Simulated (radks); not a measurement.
Results of a calculation; reference values are marked as such.
Excited configurations of Xe: one electron is placed in a higher orbital outside [Kr] 4d10 5s2 5p5. The ground configuration is [Xe]. Code: a radial shooting solver on a logarithmic mesh with Libxc functionals. Model: Dirac Kohn-Sham, PBE, spin-unpolarised, spherical densities, finite nucleus; open shells fill j = l - 1/2 first; Fermi nuclear charge, rms radius 4.7859 fm. Excitation = E - E(ground); binding = E(ion) - E, where the ion is the core of charge +1; n* = 1/sqrt(2 binding) in atomic units, and the quantum defect is n - n*.

| outer orbital | excitation (eV) | binding (eV) | n* | quantum defect | eigenvalue (eV) | <r> (bohr) |
|---|---|---|---|---|---|---|
| 5d3/2 | 9.962 | 2.148 | 2.517 | 2.483 | -0.592 | 6.911 |
| 5f5/2 | 11.478 | 0.632 | 4.639 | 0.361 | -0.366 | 29.12 |
| 6s1/2 | 8.387 | 3.723 | 1.912 | 4.088 | -2.023 | 5.892 |
| 6p1/2 | 9.635 | 2.475 | 2.344 | 3.656 | -1.288 | 7.833 |
| 6d3/2 | 10.825 | 1.285 | 3.254 | 2.746 | -0.680 | 14.06 |
| 6f5/2 | 11.652 | 0.458 | 5.451 | 0.549 | -0.287 | 43.58 |
| 7s1/2 | 10.374 | 1.736 | 2.800 | 4.200 | -1.052 | 12.58 |
| 7p1/2 | 10.777 | 1.333 | 3.195 | 3.805 | -0.788 | 15.62 |
| 7d3/2 | 11.303 | 0.807 | 4.106 | 2.894 | -0.487 | 24.70 |

Estimate the row for 4f5/2.

Answer. excitation (eV) 11.198; binding (eV) 0.913; n* 3.861; quantum defect 0.139; eigenvalue (eV) -0.433; <r> (bohr) 17.26. The Delta-SCF ionisation energy is 12.110 eV (NIST Atomic Spectra Database: 12.130 eV, measured). Self-interaction in the functional shifts the binding energies and quantum defects, so they are the method's values and not measured ones. Spin polarisation and multiplet splitting are left out, so open shells lie too high by an amount that depends on their filling.

Beside tabulated values, note that spin-unpolarised runs miss the spin-polarisation part of the exchange energy of open shells.
